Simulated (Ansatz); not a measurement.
`[F][SbH][SbH2]` + H₂S → `[F][SbH][SH]` + stibine at 298.15 K and 1 bar (cleavage of the Sb–Sb bond).

Computed with Ansatz on PBE0-D4/def2-TZVP structures; ΔE is electronic, products minus reactants. CCSD(T)/CBS is the MP2 limit (def2-TZVPP, def2-QZVPP) plus CCSD(T) − MP2 in def2-TZVPP, frozen cores. This one scheme is used for every species. def2 core potentials past Kr. For Sb outer-core shells are correlated without core-valence functions, which leaves a few kJ/mol of doubt a bond. One conformer a species, not always the lowest.

```csv
species,CCSD(T)/CBS energy (Eh),H − E (kJ/mol),S (J/(mol·K))
`[F][SbH][SbH2]`,-581.64279,77.0,347.0
H₂S,-398.97279,49.9,205.7
`[F][SbH][SH]`,-738.82400,63.2,312.1
`[SbH3]`,-241.78682,60.8,232.7
```

H − E and S are ideal-gas, rigid-rotor, harmonic terms from PBE0-D4/def2-TZVP, for one conformer and one mirror image of each species. 1 Eh = 2625.50 kJ/mol, R = 8.31446 J/(mol·K).

Task: By hand: ΔE, ΔH, ΔS and ΔG.

Result: ΔE = (-738.82400) + (-241.78682) − (-581.64279) − (-398.97279) = 0.00476 Eh = 12.5 kJ/mol. Δ(H − E) = 63.2 + 60.8 − 77.0 − 49.9 = -2.9, so ΔH = 9.6 kJ/mol. ΔS = 312.1 + 232.7 − 347.0 − 205.7 = -7.9 J/(mol·K). ΔG = 9.6 − 298.15 × (-7.9)/1000 = 12.0 kJ/mol.

Task: By hand: the equilibrium constant, and the temperature at which ΔG would vanish if ΔH and ΔS stayed fixed.

Result: log₁₀ K = −ΔG/(RT ln 10) = -2.1. ΔH and −TΔS have one sign here, so there is no such temperature.

The number of gas molecules stays the same, so ΔS is small and ΔH decides. A doubt of 5 kJ/mol in ΔE shifts log₁₀ K by 0.9 here. Other conformers and mirror images would add mixing entropy, several J/(mol·K) or more a flexible species. These are equilibria of isolated gas molecules and say nothing of rates. Largest T1 diagnostic: 0.015 (customary marks: 0.02 for closed shells, 0.045 for open ones).

ΔS is within the doubt of such terms, so its sign, and with it that verdict, could turn.
